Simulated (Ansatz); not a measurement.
The Ge1–H3 bond of BrGeH3 (SMILES [GeH3][Br]) is stretched (multiplicity 1, the rest rigid).
Geometry at rest (charge 0, multiplicity 1):
```xyz
5

Ge    -1.14560     0.04679     0.00463
Br     1.18424    -0.04837    -0.00479
H     -1.53994     1.48382    -0.35410
H     -1.60696    -0.33232     1.41625
H     -1.64237    -0.95589    -1.04279
```

Correlated levels freeze the cores. Filled d and f shells under p-block atoms count as core.

Programs: Ansatz (Gaussian basis) for Hartree–Fock, density functionals and correlated methods. Each number belongs to the level named beside it.

FIC-MRCISD+Q on CASSCF(2,2)/cc-pVTZ, total energies (hartree):

| R (Å) | CASSCF | MRCISD | weight c² of the reference |
|---|---|---|---|
| 1.533 | -4649.668533 | -4649.947520 | 0.89401 |
| 2.682 | -4649.575349 | -4649.845353 | 0.89341 |
| 4.905 | -4649.543662 | -4649.810518 | 0.89414 |

Problem. Add the Davidson correction (E_MRCISD − E_CASSCF)(1 − c²)/c² and give the energies above the first point at the three levels.

Solution. 
Corrections (hartree): -0.033075, -0.032212, -0.031593. Above the first point (kcal/mol):
- R = 2.682 Å: CASSCF 58.5, MRCISD 64.1, with the correction 64.7
- R = 4.905 Å: CASSCF 78.4, MRCISD 86.0, with the correction 86.9

Ansatz is a quantum-chemistry and plane-wave program.
